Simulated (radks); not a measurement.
Results of a calculation; reference values are marked as such.
Problem. These are the eigenvalues of the occupied orbitals of an atom or ion with whole-number occupations (hartree). Code: a radial shooting solver on a logarithmic mesh with Libxc functionals. Model: Dirac Kohn-Sham, PBE, spin-unpolarised, spherical densities, point nucleus.

orbital  eigenvalue
1s1/2     -353.4780
2s1/2     -46.11706
2p1/2     -41.03217
2p3/2     -40.15535
3s1/2      -8.10964
3p1/2      -6.48025
3p3/2      -6.35954
3d3/2      -3.62426
3d5/2      -3.60718

Which element is it, and in what charge state? The configuration may be excited. Open shells, if any, fill j = l - 1/2 first.

Solution. Z = 30, zinc, charge +5: Zn5+ in [Ar] 3d7. The list shows which subshells hold electrons but not how many an open one holds; the 1s level, -353.48 hartree, gives Z - s = 26.6 by -(Z - s)^2/2, which with screening and relativity narrows Z to a few neighbours, and the depths of the outer levels then fix element, charge and occupations together.
